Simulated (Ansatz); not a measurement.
`C=N[SiH2][GeH3]` + H–F → `C=N[SiH2]F` + GeH₄  (cleavage of the Si–Ge bond)

Program: Ansatz. Geometries: PBE0-D4/def2-TZVP. ΔE: electronic, gas phase. CCSD(T)/CBS adds triple-zeta CCSD(T) − MP2 to the extrapolated MP2 energy (def2 sets, frozen cores). This one scheme is used for every species. Functionals use def2-TZVPP. B3LYP here is the variant with VWN-RPA as its local correlation; programs differ in this. For Ge outer-core shells are correlated without core-valence functions, which leaves a few kJ/mol of doubt a bond. Scalar relativity is left out up to krypton. One conformer a species, not always the lowest.

| level | ΔE (kJ/mol) |
| --- | --- |
| PBE-D4 | -115.4 |
| ωB97X-V | -138.0 |
| PBE0 | -124.7 |
| B3LYP | -144.0 |
| HF/def2-TZVPP | -165.7 |
| CCSD/def2-TZVPP | -136.6 |
| CCSD(T)/def2-TZVPP | -132.4 |
| MP2/def2-QZVPP | -133.3 |

**Question.** What does CCSD(T)/CBS give? (Estimate.)

**Answer.** Ansatz gave: -130.3 kJ/mol. The listed levels differ from it by 14.9, -7.7, 5.6, -13.7, -35.4, -6.3, -2.1, -3.0 kJ/mol.

Largest T1 diagnostic among the species: 0.013.

In def2-TZVPP, CCSD(T) changes the Hartree–Fock value by +33.3 kJ/mol (the triples alone add +4.2 kJ/mol) and MP2 by +32.1 kJ/mol. From PBE to PBE0 (25 % exact exchange), in def2-TZVPP and without D4, ΔE moves by −4.1 kJ/mol.
